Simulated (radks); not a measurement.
Ionisation of the tin ion Sn3+, [Kr] 4d10 5s1, to [Kr] 4d10 as the strength of local exchange is varied. Calculated with a radial shooting solver on a logarithmic mesh with Libxc functionals: scalar-relativistic Kohn-Sham, Slater X-alpha exchange (alpha = 2/3 is LDA exchange), no correlation, spin-unpolarised, spherical densities, point nucleus.

| alpha | E(Sn3+) (hartree) | exchange (hartree) | IE (eV) | -e of the level emptied (eV) | <r> of it (bohr) |
|---|---|---|---|---|---|
| 0.569 | -6142.72992 | -130.87382 | 39.084 | 33.970 (5s) | 2.156 |
| 0.59 | -6147.57287 | -135.80649 | 39.336 | 34.222 (5s) | 2.149 |
| 0.656 | -6162.81739 | -151.35653 | 40.131 | 35.018 (5s) | 2.127 |
| 0.667 | -6165.36166 | -153.95519 | 40.264 | 35.152 (5s) | 2.123 |
| 0.734 | -6180.88023 | -169.82645 | 41.078 | 35.969 (5s) | 2.101 |
| 0.791 | -6194.11190 | -183.38708 | 41.774 | 36.669 (5s) | 2.083 |

NIST Atomic Spectra Database: 40.74 eV (measured). The Delta-SCF value meets it near alpha = 0.71. Spin polarisation and multiplet splitting are left out, so open shells lie too high by an amount that depends on their filling.

Beside tabulated values, note that spin-unpolarised runs miss the spin-polarisation part of the exchange energy of open shells.
